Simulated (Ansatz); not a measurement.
ClFH4OSi2 (`O[SiH](F)[SiH2]Cl`), 9 atoms. The species carries charge 0 and has multiplicity 1. All runs use 4 threads of a server CPU on a shared host. Correlated methods freeze the cores.

Q: Give the basis size and wall time and peak host memory of each of these runs in Ansatz. RKS PBE0-D4/def2-QZVPP energy; RKS r2SCAN0-D4/def2-TZVPP energy; direct RPA on PBE orbitals/def2-TZVPP energy; RKS ωB97M-V/def2-QZVPP energy; RKS BHLYP-D4/def2-TZVPP energy; RKS B2PLYP (frozen core)/def2-TZVPP energy; RKS PBE0-D4/def2-SVP energy; RHF-CCSD(T)/def2-SVP energy; RKS PBE-D4/def2-TZVPP energy and forces; RKS ωB97M-V/def2-SVP energy; RKS PBE0-D4/def2-TZVP relaxation (10 steps); RKS PBE0-D4/def2-TZVP frequencies. (Estimate.)

A: Ansatz gave: Other jobs shared the machine, so times are rough.

```tsv
level	job	functions	wall time	peak host memory (GiB)
RKS PBE0-D4/def2-SVP	energy	102	0.9 s	0.22
RKS PBE-D4/def2-TZVPP	energy and forces	244	2.1 s	0.36
RKS BHLYP-D4/def2-TZVPP	energy	244	2.5 s	0.71
RHF-CCSD(T)/def2-SVP	energy	102	2.9 s	0.4
RKS ωB97M-V/def2-SVP	energy	102	3.3 s	0.33
direct RPA on PBE orbitals/def2-TZVPP	energy	244	3.6 s	0.54
RKS r2SCAN0-D4/def2-TZVPP	energy	244	3.9 s	0.72
RKS B2PLYP (frozen core)/def2-TZVPP	energy	244	4 s	0.64
RKS PBE0-D4/def2-QZVPP	energy	444	7 s	1.8
RKS ωB97M-V/def2-QZVPP	energy	444	15 s	2.1
RKS PBE0-D4/def2-TZVP	relaxation (10 steps)	197	27 s	0.6
RKS PBE0-D4/def2-TZVP	frequencies	197	95 s	0.59
```
